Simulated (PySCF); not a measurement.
Simulated absorption spectrum

Species: C5H6F4.
Numbering: `[CH3:1]/[C:2]([F:3])=[CH:4]/[C:5]([F:6])([F:7])[CH2:8][F:9]` (hydrogens: H10, H11, H12 on C1; H13 on C4; H14, H15 on C8)

Level of theory: PySCF 2.14.0, density-fitted response routines, TDDFT CAM-B3LYP/def2-SVPD, vertical, gas phase, core orbitals frozen in the response. Isolated species at its GFN2-xTB geometry (one conformer only). Torsions of this conformer, `[CH3:1]/[C:2]([F:3])=[CH:4]/[C:5]([F:6])([F:7])[CH2:8][F:9]`: C2–C4–C5–F6 -123°, C4–C5–C8–F9 180°.

Computed states:

| state | E (eV) | f |
| --- | --- | --- |
| S1 | 7.37 | 0.0087 |
| S2 | 7.46 | 0.487 |
| S3 | 8.29 | 0.0015 |
| S4 | 8.49 | 0.0016 |
| S5 | 8.62 | 0.0099 |
| S6 | 8.99 | 0.0003 |
| S7 | 9.11 | 0.0015 |
| S8 | 9.36 | 0.017 |

Broadening: Gaussians 0.4 eV wide at half height, area fixed by f = 4.319×10⁻⁹ ∫ε dν̃. The width is an assumption, not a result. The curve ends short of the highest state used, and states not computed would add to its high-energy end.

Q: What does the envelope look like, and where are its maxima?

A: 
```
λ (nm)  ε (L mol⁻¹ cm⁻¹)
 141.5               522
 142.7               685
 143.9               770
 145.1               746
 146.3               633
 147.5               483
 148.7               342
 149.8               240
 151.0               159
 152.2               109
 153.4               102
 154.6               188
 155.8               495
 157.0              1282
 158.2              2950
 159.4              5960
 160.5             10150
 161.7             16128
 162.9             22776
 164.1             28731
 165.3             32530
 166.5             33214
 167.7             30718
 168.9             25844
 170.1             19861
 171.3             13997
 172.4              9443
 173.6              5697
 174.8              3185
 176.0              1657
 177.2               804
 178.4               365
 179.6               156
 180.8                63
 182.0                24
 183.1                 9
```

Maxima: 166 nm (7.46 eV), ε about 33000, made up of S2 (98%); 144 nm (8.60 eV), ε about 770, made up of S4 (11%) and S5 (86%) (ε in L mol⁻¹ cm⁻¹; maxima over ε = 5, shares over 10%).

Q: What would ε be at 7.46 eV, the highest of these maxima, with half the width (0.2 eV)?

A: About 66300 L mol⁻¹ cm⁻¹ against 33400, a factor of about 1.99; a lone state at its own centre would give exactly 2.

Q: Coming from long wavelengths, where does ε first pass 100 L mol⁻¹ cm⁻¹?

A: At about 180 nm (6.88 eV), 0.49 eV below S1.

On one thread, Arm Neoverse N1 (aarch64), no GPU, shared host with 64 logical CPUs at a one-minute load of 60, this took 2.3 min wall (with the writing of density and orbital grids) and 1.0 GiB of memory at its peak.
